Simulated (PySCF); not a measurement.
Level of theory: PySCF with B3LYP-D3(BJ)/def2-TZVP. All species are isolated molecules in the gas phase. One relaxed conformer stands for a flexible species; it need not be the lowest. B3LYP has the VWN-RPA correlation part, as in Gaussian. 

Reference species (SMILES): `C=C[SiH]=C` (C–C–Si–C torsion 14°) (neutral, multiplicity 1).

| Quantity | Value |
|---|---|
| HOMO | -5.99 eV |
| LUMO | -1.81 eV |

Changed species: `C[Si]1=CC1`.

Task: Predict the effect on the HOMO and LUMO.

Result: the HOMO rises by 0.59 eV, to -5.40 eV; the LUMO increases by 1.13 eV, to -0.68 eV.
